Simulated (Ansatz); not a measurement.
`BOB(N)Cl` + H₂ → `NBCl` + `BO` at 400 K and 1 bar (hydrogenolysis of a B–O bond).

Program: Ansatz. Geometries: PBE0-D4/def2-TZVP. ΔE: electronic, gas phase. CBS: MP2 limit from def2 TZ/QZ plus the TZ coupled-cluster correction, frozen cores. This one scheme is used for every species. One conformer a species, not always the lowest.

| species | CCSD(T)/CBS energy (Eh) | H − E (kJ/mol) | S (J/(mol·K)) |
| --- | --- | --- | --- |
| `BOB(N)Cl` | -641.82248 | 184.8 | 371.4 |
| H₂ | -1.17544 | 38.0 | 139.0 |
| `NBCl` | -541.16722 | 127.6 | 286.9 |
| `BO` | -101.80414 | 108.2 | 244.0 |

H − E and S are ideal-gas, rigid-rotor, harmonic terms from PBE0-D4/def2-TZVP, for one conformer and one mirror image of each species. The MP2-based limit puts H₂ 0.8 mEh under its directly extrapolated value; such offsets cancel only in part. 1 Eh = 2625.50 kJ/mol, R = 8.31446 J/(mol·K).

Question: By hand: ΔE, ΔH, ΔS and ΔG.

Answer: ΔE = (-541.16722) + (-101.80414) − (-641.82248) − (-1.17544) = 0.02656 Eh = 69.7 kJ/mol. Δ(H − E) = 127.6 + 108.2 − 184.8 − 38.0 = 13.0, so ΔH = 82.7 kJ/mol. ΔS = 286.9 + 244.0 − 371.4 − 139.0 = 20.5 J/(mol·K). ΔG = 82.7 − 400 × (20.5)/1000 = 74.5 kJ/mol.

Question: By hand: the equilibrium constant, and the temperature at which ΔG would vanish if ΔH and ΔS stayed fixed.

Answer: log₁₀ K = −ΔG/(RT ln 10) = -9.7. ΔG = 0 at ΔH/ΔS = 4034 K, far beyond where these terms or the molecules hold.

ΔH outweighs TΔS. A doubt of 5 kJ/mol in ΔE shifts log₁₀ K by 0.7 here. Other conformers and mirror images would add mixing entropy, several J/(mol·K) or more a flexible species. Modes under 60 cm⁻¹, often nearly free rotors, make the harmonic entropy too high. These are equilibria of isolated gas molecules and say nothing of rates. Largest T1 diagnostic: 0.014 (customary marks: 0.02 for closed shells, 0.045 for open ones).
